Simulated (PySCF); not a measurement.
PySCF input file for GeH₆Si, SMILES [SiH3][GeH3] (connectivity only; charge and spin as stated), charge +1, multiplicity 2, PBE-D3(BJ)/def2-TZVP. Coordinates come from a PBE-D3(BJ)/def2-TZVP optimisation. The multiplicity is an assumed one; other spin states were not compared.

```python
import numpy as np
from pyscf import gto, scf, dft, df
from pyscf.hessian import thermo

mol = gto.M(
    atom='''
    Si    0.00000000   -0.00000000    1.86051271
    Ge   -0.00000000    0.00000000   -0.90510684
    H    -0.00000000   -1.47188497    2.06198012
    H     1.27468978    0.73594248    2.06198013
    H    -1.27468978    0.73594249    2.06198013
    H    -1.32005908   -0.76213646   -1.08989981
    H     0.00000001    1.52427293   -1.08989980
    H     1.32005908   -0.76213646   -1.08989980
    ''',
    basis='def2-TZVP',
    charge=1,
    spin=1,
    max_memory=1600,
    verbose=3,
)
mf = dft.UKS(mol, xc='pbe').density_fit(auxbasis='def2-universal-jkfit')
mf.disp = 'd3bj'
mf.grids.level = 3
mf.conv_tol = 1e-11
mf.max_cycle = 100
mf.kernel()
fine, coarse = mf.grids, dft.Grids(mol).set(level=1).build(with_non0tab=True)
for _ in range(3):  # follow internal instabilities
    mf.grids = coarse
    mo, _, stable, _ = mf.stability(return_status=True, nroots=4)
    mf.grids = fine
    if stable:
        break
    mf.kernel(mf.make_rdm1(mo, mf.mo_occ))

# [left out here: the lines that compute and print the analytic Hessian (its translational invariance restored by hand, since the grid's response is missing), thermochemistry and intensities]
```

Log of the run:

```

WARN: HOMO -0.230330733449557 >= LUMO -0.230330733449561

converged SCF energy = -2369.27498306398  <S^2> = 0.75269411  2S+1 = 2.0026923
<class 'pyscf.df.df_jk.DFUKS'> wavefunction is stable in the internal stability analysis

WARN: DFTD3 does not support analytical Hessian, using finite difference


WARN: Mole.unit (angstrom) is changed to Bohr

Mode                                 0                   1                   2
Irrep
Freq [cm^-1]                       98.4546            166.9491            224.6189
Reduced mass [au]                   1.0080             10.3452              1.0105
Force const [Dyne/A]                0.0058              0.1699              0.0300
Char temp [K]                     141.6542            240.2025            323.1765
Normal mode                   x     y     z       x     y     z       x     y     z
       0  Si                -0.00 -0.00 -0.00    0.00 -0.00 -0.15   -0.00  0.00 -0.00
       1  Ge                -0.00 -0.00  0.00   -0.00  0.00  0.06   -0.01  0.00  0.00
       2   H                -0.41  0.00  0.00    0.00  0.00 -0.15    0.07 -0.00 -0.00
       3   H                 0.21 -0.36 -0.00   -0.00 -0.00 -0.15    0.07 -0.00 -0.41
       4   H                 0.21  0.36  0.00    0.00 -0.00 -0.15    0.07  0.00  0.41
       5   H                 0.20 -0.35 -0.00    0.00  0.00  0.05    0.08 -0.00 -0.56
       6   H                -0.40  0.00  0.00    0.00 -0.00  0.05    0.09 -0.00 -0.00
       7   H                 0.20  0.35  0.00   -0.00  0.00  0.05    0.08  0.00  0.56
Mode                                 3                   4                   5
Irrep
Freq [cm^-1]                      224.7160            278.3910            278.4243
Reduced mass [au]                   1.0105              1.0687              1.0687
Force const [Dyne/A]                0.0301              0.0488              0.0488
Char temp [K]                     323.3162            400.5427            400.5905
Normal mode                   x     y     z       x     y     z       x     y     z
       0  Si                -0.00 -0.00 -0.00   -0.04  0.00 -0.00    0.00  0.04 -0.00
       1  Ge                -0.00 -0.01  0.00    0.01 -0.00  0.00   -0.00 -0.01  0.00
       2   H                 0.00  0.07  0.47    0.06 -0.00 -0.00   -0.00 -0.06 -0.63
       3   H                -0.00  0.07 -0.24    0.06 -0.00 -0.55    0.00 -0.06  0.32
       4   H                 0.00  0.07 -0.23    0.06  0.00  0.55   -0.00 -0.06  0.31
       5   H                -0.00  0.09 -0.33   -0.05  0.00  0.40   -0.00  0.05 -0.23
       6   H                 0.00  0.08  0.64   -0.05  0.00  0.00    0.00  0.05  0.46
       7   H                 0.00  0.09 -0.32   -0.05 -0.00 -0.40    0.00  0.05 -0.23
Mode                                 6                   7                   8
Irrep
Freq [cm^-1]                      640.2504            711.7917            807.4514
Reduced mass [au]                   1.0578              1.0888              1.0272
Force const [Dyne/A]                0.2555              0.3250              0.3946
Char temp [K]                     921.1778           1024.1097           1161.7428
Normal mode                   x     y     z       x     y     z       x     y     z
       0  Si                 0.00 -0.00 -0.03   -0.00  0.00  0.05   -0.00  0.00  0.00
       1  Ge                -0.00 -0.00 -0.02   -0.00  0.00 -0.01    0.02 -0.00 -0.00
       2   H                -0.00  0.03  0.21    0.00 -0.07 -0.50    0.04  0.00  0.00
       3   H                -0.03 -0.01  0.21    0.06  0.03 -0.50    0.01 -0.02  0.00
       4   H                 0.03 -0.01  0.21   -0.06  0.03 -0.50    0.00  0.01 -0.00
       5   H                -0.05 -0.03  0.52   -0.02 -0.01  0.22   -0.26  0.48 -0.08
       6   H                 0.00  0.06  0.52    0.00  0.02  0.22   -0.78 -0.00 -0.03
       7   H                 0.05 -0.03  0.52    0.02 -0.01  0.22   -0.11 -0.21  0.11
Mode                                 9                  10                  11
Irrep
Freq [cm^-1]                      807.4544            884.5085            884.5105
Reduced mass [au]                   1.0272              1.0511              1.0511
Force const [Dyne/A]                0.3946              0.4845              0.4845
Char temp [K]                    1161.7471           1272.6108           1272.6136
Normal mode                   x     y     z       x     y     z       x     y     z
       0  Si                -0.00 -0.00 -0.00    0.04 -0.01  0.00   -0.01 -0.04  0.00
       1  Ge                 0.00  0.02 -0.00    0.00 -0.00  0.00   -0.00 -0.00  0.00
       2   H                 0.01 -0.00 -0.00   -0.77 -0.01 -0.02    0.16 -0.05 -0.11
       3   H                -0.02  0.03  0.00   -0.23  0.48 -0.09   -0.32  0.49  0.08
       4   H                 0.02  0.03  0.00   -0.08 -0.23  0.11    0.39  0.64  0.04
       5   H                 0.30 -0.50 -0.08   -0.01  0.02 -0.01   -0.02  0.03  0.00
       6   H                -0.18  0.01  0.11   -0.04 -0.00 -0.00    0.01 -0.00 -0.01
       7   H                -0.38 -0.66 -0.03   -0.00 -0.01  0.01    0.02  0.03  0.00
Mode                                12                  13                  14
Irrep
Freq [cm^-1]                     2102.8976           2160.4031           2160.4045
Reduced mass [au]                   1.0084              1.0269              1.0269
Force const [Dyne/A]                2.6274              2.8238              2.8238
Char temp [K]                    3025.6015           3108.3390           3108.3410
Normal mode                   x     y     z       x     y     z       x     y     z
       0  Si                 0.00 -0.00  0.00   -0.00 -0.00  0.00   -0.00  0.00 -0.00
       1  Ge                -0.00  0.00  0.00    0.02  0.00  0.00    0.00 -0.02 -0.00
       2   H                 0.00  0.00 -0.00   -0.00  0.01 -0.00   -0.00 -0.04  0.01
       3   H                -0.00 -0.00 -0.00    0.03  0.02  0.01   -0.01 -0.00 -0.00
       4   H                 0.00 -0.00 -0.00    0.02 -0.01 -0.01    0.02 -0.01 -0.01
       5   H                -0.50 -0.29 -0.06   -0.66 -0.39 -0.10    0.20  0.09  0.03
       6   H                 0.00  0.57 -0.06    0.02 -0.20  0.03    0.00  0.77 -0.10
       7   H                 0.50 -0.29 -0.06   -0.49  0.30  0.08   -0.49  0.27  0.07
Mode                                15                  16                  17
Irrep
Freq [cm^-1]                     2177.1653           2239.8277           2239.8331
Reduced mass [au]                   1.0095              1.0580              1.0580
Force const [Dyne/A]                2.8192              3.1271              3.1271
Char temp [K]                    3132.4561           3222.6134           3222.6212
Normal mode                   x     y     z       x     y     z       x     y     z
       0  Si                -0.00 -0.00  0.01    0.00 -0.04 -0.00    0.04  0.00  0.00
       1  Ge                -0.00 -0.00  0.00    0.00 -0.00 -0.00    0.00  0.00  0.00
       2   H                 0.00  0.57 -0.07    0.00  0.78 -0.12    0.00 -0.05  0.01
       3   H                -0.49 -0.29 -0.07    0.30  0.17  0.05   -0.61 -0.35 -0.10
       4   H                 0.49 -0.29 -0.07   -0.38  0.22  0.06   -0.56  0.33  0.10
       5   H                 0.00  0.00 -0.00    0.01  0.01  0.00   -0.03 -0.02 -0.00
       6   H                -0.00 -0.00 -0.00   -0.00  0.04 -0.00   -0.00 -0.00  0.00
       7   H                -0.00  0.00 -0.00   -0.02  0.01  0.00   -0.03  0.02  0.00
temperature 298.1500 [K]
pressure 101325.00 [Pa]
Rotational constants [GHz] 37.22230 2.82472 2.82472
Symmetry number 3
Zero-point energy (ZPE) 0.04349 [Eh]   114171.905 [J/mol]
                           tot       elec      trans        rot        vib
Entropy [J/mol/K]       325.800      5.763    166.996     93.358     59.683
Cv [J/mol/K]             87.612      0.000     12.472     12.472     62.669
Cp [J/mol/K]             95.927      0.000     20.786     12.472     62.669
Internal energy [J/mol]                      3718.434   3718.434 124174.066
Internal energy [Eh]   -2369.22486  -2369.27498
Enthalpy [J/mol]                             6197.391   3718.434 124174.066
Enthalpy [Eh]          -2369.22391
Gibbs free energy [J/mol]                  -43592.538 -24116.155 106379.493
Gibbs free energy [Eh] -2369.26091
mode   freq/cm-1   IR/(km/mol)
   1       98.45         0.000
   2      166.95         1.023
   3      224.62         0.028
   4      224.72         0.027
   5      278.39         0.113
   6      278.42         0.113
   7      640.25       157.377
   8      711.79        54.913
   9      807.45        24.762
  10      807.45        24.762
  11      884.51        45.304
  12      884.51        45.303
  13     2102.90         2.194
  14     2160.40         2.770
  15     2160.40         2.770
  16     2177.17         0.923
  17     2239.83         1.851
  18     2239.83         1.852
max |gradient| / (hartree/bohr): 1.9865379708319027e-05
APT charges: [ 0.8178  0.8328 -0.1135 -0.1136 -0.1136 -0.1033 -0.1033 -0.1033]
```

Self-consistency was reached.

Cost: very roughly 2.3 core-minutes.
